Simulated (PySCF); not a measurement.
Choosing a molecule for a target property.

All species are isolated and taken at one optimised geometry, non-relativistic unless stated. Electronic properties by PySCF.

The conformers computed, where there is a choice (atom-mapped SMILES and torsion angles):
- `[H]/[N:8]=[CH:7]/[CH2:6][C@@H:4]([CH:2]([CH3:1])[CH3:3])[CH3:5]`: C1–C2–C4–C5 66°, C2–C4–C6–C7 164°, C4–C6–C7–N8 126°
- `[CH3:1][O:2][C:3](=[O:4])[P:5]([CH3:6])[CH:7]1[CH2:8][CH2:9]1`: C1–O2–C3–O4 0°, O2–C3–P5–C6 -154°, C3–P5–C7–C8 173°
- `[F:1]/[CH:2]=[C:3](\[SiH3:4])[CH2:5][SiH2:6][CH2:7][SiH3:8]`: C2–C3–C5–Si6 -99°, C3–C5–Si6–C7 58°, C5–Si6–C7–Si8 179°

Question: Wanted: dipole moment below 1.7 D (PBE0/pcSseg-1) and HOMO energy below -6.7 eV (PBE0/pcSseg-1), at GFN2-xTB geometries. Which candidate meets both?
A. `[H]/N=C/C[C@H](C)C(C)C`
B. `F/C=C(\[SiH3])C[SiH2]C[SiH3]`
C. `CC1=C2C=CC=C(F)N2N=N1`
D. `C1C(P(C)C(=O)OC)C1`

Answer: B. Computed values:
| species | dipole moment | HOMO energy |
| --- | --- | --- |
| F/C=C(\[SiH3])C[SiH2]C[SiH3] | 1.47 D | -7.06 eV |
| [H]/N=C/C[C@H](C)C(C)C | 1.87 D | -7.27 eV |
| C1C(P(C)C(=O)OC)C1 | 2.20 D | -6.90 eV |
| CC1=C2C=CC=C(F)N2N=N1 | 5.16 D | -6.48 eV |
